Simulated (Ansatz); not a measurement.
Energy profile

The step: SnH₄S ([SH][SnH3]) + CH₄ → CH₆Sn ([CH3][SnH3]) + H₂S; bonds formed: Sn1–C7, S2–H6; bonds broken: Sn1–S2, H6–C7 (atoms numbered as in the saddle structure below).

Sn1  (-0.796, 0.306, -0.945)
S2  (1.621, 1.569, -0.133)
H3  (-0.052, 0.203, -2.467)
H4  (-2.006, -0.936, -0.897)
H5  (-1.574, 1.726, -0.425)
H6  (0.866, 0.094, 0.362)
C7  (0.226, -1.065, 0.741)
H8  (1.025, 2.237, 0.867)
H9  (0.231, -1.960, 0.117)
H10  (1.109, -1.119, 1.388)
H11  (-0.650, -1.055, 1.392)
(Å)

Electronic energies by CCSD(T) at an estimated basis limit (MP2 extrapolated from triple and quadruple zeta, plus CCSD(T) − MP2 in triple zeta), on PBE0-D4/def2-TZVP structures; CH8SSn, singlet; no counterpoise correction. Computed with Ansatz 0.2.0 (basis: def2-TZVPP and def2-QZVPP); correlated methods freeze the cores. Filled d shells of the heavier atoms are correlated. Core potentials replace the inner electrons of the atoms past krypton. The def2 sets are not built for correlating such inner shells, so the correlated values are less sure here. Extrapolation: Hartree–Fock as exp(−7.88 √X), correlation as X^−2.97.

Give the profile in kJ/mol, counted from the separated reactants. (To be estimated.)

By the calculation:
```json
{"point": "separated: SnH4S (linked as [SH][SnH3]; Sn1, S2, H3, H4, H5, H8; singlet) + CH4 (H6, C7, H9, H10, H11; singlet)", "kJ/mol": "0.0"}
{"point": "start structure", "kJ/mol": "-5.0"}
{"point": "saddle", "kJ/mol": "263.4"}
{"point": "end structure", "kJ/mol": "72.7"}
{"point": "separated: CH6Sn (linked as [CH3][SnH3]; Sn1, H3, H4, H5, C7, H9, H10, H11; singlet) + H2S (S2, H6, H8; singlet)", "kJ/mol": "81.2"}
```

The T1 diagnostic stays at or below 0.014. The end structure is not quite a true minimum (one mode of 33i cm⁻¹).

For scale, one of the runs: CCSD(T)/def2-TZVPP, 235 basis functions, launched by `ansatz run in.yaml --threads 4 --pin off --events-out ev --progress --plain --max-ram 9574MiB`. Hardware: 4 CPU threads of an Arm Neoverse V2, shared host. Wall time 100 s; peak host memory 4.5 GiB.
